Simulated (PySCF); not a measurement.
## Ionisation energy of Os by level of theory

Os [Xe] 4f14 5d6 6s2 (5D) → Os⁺ [Xe] 4f14 5d6 6s1 (6D), as a difference of total energies. Computed with PySCF 2.14 in def2-QZVPPD with the def2 core potential (60 electrons) (7s5p4d4f2g, 88 functions), with scalar relativity through the core potential. Correlated levels: valence: 5s2 5p6 frozen; valence and next inner shell: nothing frozen outside the core potential. The calculations carry no spin-orbit coupling.

| method | ionisation energy (eV) |
| --- | --- |
| UHF | 6.506 |
| LDA | 8.748 |
| PBE | 8.289 |
| PBE0 | 8.032 |
| r2SCAN | 8.033 |
| B97-3 | 8.455 |
| BP86 | 8.492 |
| HSE06 | 8.077 |
| CAM-B3LYP | 8.393 |
| MP2 (valence) | 8.026 |
| SCS-MP2 (valence) | 8.251 |
| MP2 (valence and next inner shell) | 8.242 |
| SCS-MP2 (valence and next inner shell) | 8.343 |

Q: How much does correlation contribute at MP2 (valence and next inner shell)?

A: 8.242 − (6.506) = 1.736 eV, measured against UHF.

Errors of the correlated levels include the incompleteness of this basis and the frozen core.

For comparison: 8.473 eV (measured; NIST levels, between the centres of gravity of the two terms).
